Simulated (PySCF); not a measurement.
Vibration and rotation of PW

ROHF-CCSD(T) constants of PW, quartet, unpaired electrons σ ↑, δ ↑↑ (PySCF, scalar-relativistic core potentials, basis sets P def2-TZVPP, W def2-TZVPP with ECP60; masses 30.9738 and 183.9509 u):

| Item | Value |
| --- | --- |
| ωe | 527.9 cm⁻¹ |
| ωexe | 1.43 cm⁻¹ |
| Be | 0.13995 cm⁻¹ |
| αe | 0.000490 cm⁻¹ |

(1) What force constant and bond length do these constants imply?

(2) Estimate the centrifugal constant D from the Kratzer relation and find the Dunham coefficient a1.

Correlated steps freeze 5 core orbitals. De is left out where the level can put another filling of the metal’s s and d shells below the measured ground configuration, by anything from nothing to about 1 eV. Spin–orbit coupling is left out, which matters for elements this heavy, above all for dissociation energies. The CCSD T1 diagnostic is raised, a sign that a single reference may not be enough here. With d or f electrons several states lie close, and the lowest PBE0 determinant need not be the measured ground state.

Results:

(1) Reduced mass μred = 26.510 u; k = 5.8918×10⁻⁷·μred·ωe² (u, cm⁻¹, mdyn/Å) = 4.35 mdyn/Å; Re = √(16.8576/(μred·Be)) (u, cm⁻¹, Å) = 2.132 Å.

(2) D = 4Be³/ωe² = 3.93e-08 cm⁻¹; a1 = −1 − αeωe/(6Be²) = -3.20.
